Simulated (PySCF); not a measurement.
CH6ClNO2Si, SMILES O[Si](Cl)(CN)O. Atoms are numbered in the order given.

```xyz
12

N      2.0245    -0.4077    -1.3651
C      1.0039    -1.2074    -0.6747
Si    -0.1342    -0.2113     0.4260
O      0.8376     0.5583     1.5171
O     -1.3058    -1.0502     1.2471
Cl    -1.1105     1.1970    -0.7887
H      1.5724     0.3160    -1.9263
H      2.5909     0.0908    -0.6773
H      1.4987    -1.9813    -0.0614
H      0.4071    -1.7626    -1.4194
H      0.4132     1.1085     2.1863
H     -2.1725    -1.1295     0.8320
```

The structure is a stationary point at B3LYP-D3(BJ)/def2-SVP. The structure was generated by enumeration, and PubChem lists no compound with its InChIKey, so it may never have been made. The values are those of a single conformer.

All values below come from PBE0/pcSseg-1 in PySCF.

GIAO shieldings, no solvent; atoms listed in one row are averaged. δ = σ(ref) − σ: ¹⁵N against NH3 (σ = 267.4 ppm); ¹³C against TMS (σ = 186.3 ppm); ²⁹Si against TMS (σ = 352.7 ppm); ¹⁷O against H2O (σ = 334.2 ppm); ³⁵Cl against HCl (σ = 945.9 ppm); ¹H against TMS (σ = 31.56 ppm), references at their B3LYP-D3(BJ)/def2-TZVP geometries, non-relativistic (without spin–orbit terms, shifts of atoms bonded to Cl or Br come out too high).

| nucleus | atoms | count | δ (ppm) |
|---|---|---|---|
| ¹⁵N | N1 | 1 | 18.9 |
| ¹³C | C2 | 1 | 34.9 |
| ²⁹Si | Si3 | 1 | -13.2 |
| ¹⁷O | O5 | 1 | 74.5 |
| ¹⁷O | O4 | 1 | 67.3 |
| ³⁵Cl | Cl6 | 1 | 51.4 |
| ¹H | H9 | 1 | 2.74 |
| ¹H | H11 | 1 | 2.52 |
| ¹H | H10 | 1 | 2.29 |
| ¹H | H12 | 1 | 2.22 |
| ¹H | H7 | 1 | 0.48 |
| ¹H | H8 | 1 | 0.38 |
